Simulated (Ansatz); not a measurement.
Born–Oppenheimer molecular dynamics of Cl5H2Ta (8 atoms, charge 0, multiplicity 1). It starts at the highest image of a converged band, a first-order saddle point between two minima.

Computed with RKS PBE0/def2-SVP (Ansatz).

* ensemble: NVE (velocity Verlet)
* time step: 0.5 fs
* steps asked: 200
* starting velocities drawn for: 300 K
* seed: 10364

First frame:

```xyz
8
Properties=species:S:1:pos:R:3
Ta -0.186 -0.309 0.179
Cl 2.492 0.365 0.363
Cl -0.159 -0.392 2.490
Cl 0.288 -1.039 -1.965
Cl -0.318 1.946 -0.171
Cl -2.331 -1.062 0.073
H 1.016 -1.657 0.494
H 1.893 -0.944 0.482
```

Question: How far do the bonds stretch over the last three quarters of this one trajectory? (Pairs bonded in most of those frames.)

Answer: 
| bond | mean (Å) | spread (Å) | shortest | longest |
| --- | --- | --- | --- | --- |
| Ta1–Cl2 | 2.919 | 0.062 | 2.83 | 3.05 |
| Ta1–Cl3 | 2.324 | 0.022 | 2.28 | 2.35 |
| Ta1–Cl4 | 2.310 | 0.055 | 2.24 | 2.40 |
| Ta1–Cl5 | 2.324 | 0.050 | 2.22 | 2.38 |
| Ta1–Cl6 | 2.264 | 0.008 | 2.25 | 2.27 |
| Ta1–H7 | 1.779 | 0.043 | 1.69 | 1.86 |
| Cl2–H8 | 1.330 | 0.045 | 1.27 | 1.47 |

Pairs bonded in part of these frames only: Ta1–H8 39 %.

Mean temperature of the second half: 258 K. The conserved energy stayed within 0.017 meV per atom of its start (net change 0.0017 meV per atom), so the integration is sound. A run of 0.1 ps of so small a system gives no equilibrium averages. The orbitals stay closed-shell, which can raise the energy where a bond breaks towards radicals; this wasn't checked here.

Run time: 14 min on 4 threads of Arm Neoverse V1 (shared host), peak memory 0.37 GiB.
